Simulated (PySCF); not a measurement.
Species: C4H5F3O.
Atom-mapped SMILES: `[CH3:1][O:2]/[C:3]([F:4])=[CH:5]\[CH:6]([F:7])[F:8]` (hydrogens: H9, H10, H11 on C1; H12 on C5; H13 on C6)

Computed geometry: GFN2-xTB, gas phase.

(1) List the bond lengths, angles and torsions at this level.

Results:

(1) 
```tsv
bond	length (bohr)
C1–O2	2.687
O2–C3	2.508
C3–F4	2.538
C3=C5	2.514
C5–C6	2.813
C6–F7, C6–F8	2.570
C1–H9, C1–H10, C1–H11	2.061
C5–H12	2.033
C6–H13	2.077
```

Bonds in one row agree within 0.02 bohr and their mean is given. A selection of angles:
```tsv
angle	degrees
C1–O2–C3	118.0
O2–C3–F4	115.0
O2–C3–C5	125.5
F4–C3–C5	119.5
C3–C5–C6	122.5
C5–C6–F7	111.1
F7–C6–F8	105.3
```

Dihedral angles: C1–O2–C3–F4 0° (synperiplanar); O2–C3–C5–C6 0° (synperiplanar); C3–C5–C6–F7 -121° (anticlinal).

The C–O distances run from 1.327 Å (O2–C3, drawn single) to 1.422 Å (C1–O2, drawn single), a spread of 0.095 Å. The 2 C–C bonds span 1.330 Å (C3=C5, drawn double) to 1.488 Å (C5–C6, drawn single), a spread of 0.158 Å. Of the pairs four or more bonds apart, O2···H13 is among the closest relative to their van der Waals radii: 2.52 Å, 93 % of the sum of Bondi's values.

Point group: Cs (tolerance 0.08 Å). GFN2-xTB frequencies: not computed here. The numbers are those of one conformer.
